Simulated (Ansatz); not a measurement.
CH6GeOSn, SMILES `[SnH3][CH]1[O][GeH2]1` at its PBE0-D4/def2-TZVP geometry, where that method's forces vanish. Charge 0, multiplicity 1. Sn takes the def2 core potential.

```csv
atom,x (Å),y (Å),z (Å)
Sn1,0.701,1.521,-0.366
C2,-0.703,-0.103,-0.331
O3,-1.340,-0.353,0.932
Ge4,-0.290,-1.779,0.470
H5,-0.100,3.002,-0.081
H6,1.476,1.570,-1.889
H7,1.855,1.247,0.864
H8,-1.389,-0.143,-1.181
H9,0.914,-1.935,1.393
H10,-1.122,-3.027,0.189
```

Task: For each bond, give half the difference of the two atoms' forces along it (eV/Å; positive pushes the atoms apart) under PBE-D4, r2SCAN-D4, B3LYP-D4, ωB97M-V in def2-TZVPP. (Best estimate.)

Result: Ansatz gave: 
```tsv
bond	length (Å)	PBE-D4	r2SCAN-D4	B3LYP-D4	ωB97M-V
Sn1–C2	2.148	-0.01	0.02	0.09	-0.07
Sn1–H5	1.708	0.08	-0.01	-0.01	-0.07
Sn1–H6	1.710	0.05	-0.03	0.00	-0.05
Sn1–H7	1.708	0.07	-0.03	0.01	-0.06
C2–O3	1.436	0.44	0.27	0.32	0.32
C2–Ge4	1.903	0.38	0.19	0.34	0.14
C2–H8	1.093	0.04	-0.07	-0.21	-0.15
O3–Ge4	1.830	0.69	0.25	0.41	0.06
Ge4–H9	1.526	-0.06	-0.09	-0.10	-0.08
Ge4–H10	1.526	-0.05	-0.09	-0.12	-0.10
```

B3LYP here is the variant with VWN-RPA as its local correlation; programs differ in this.
